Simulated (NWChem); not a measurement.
Species: H2SeS2; SMILES S[Se]S

```xyz
5

Se     0.0000     0.0000     0.7962
S      1.7874    -0.1063    -0.5440
H      1.9680     1.2216    -0.7375
S     -1.7874     0.1063    -0.5440
H     -1.9680    -1.2216    -0.7375
```
Atoms are numbered in this order, from 1.

Level: B3LYP/6-31G* (spherical d) (NWChem), optimised geometry, unscaled harmonic frequencies. This build's default masses of Se (78.918 u) and Br (79.917 u) are each other's, which moves their modes by up to 0.6 %.

List the harmonic frequencies with IR intensities, and the thermochemistry.


```csv
frequency (cm⁻¹),IR intensity (km/mol)
156,0.1
318,28.4
333,23.8
360,27.0
388,1.3
817,7.8
833,1.2
2647,19.7
2647,1.0
```

```
Property                                                                           Result
-----------------------------------------------------------------------  ----------------
zero-point energy                                                           12.1 kcal/mol
thermal correction to the enthalpy at 298.15 K (with zero-point energy)     15.9 kcal/mol
heat capacity Cv                                                         15.4 cal/(mol K)
entropy at 298.15 K and 1 atm (symmetry number 2)                        73.8 cal/(mol K)
dipole moment                                                                      0.15 D
```

Rigid rotor and harmonic oscillator.
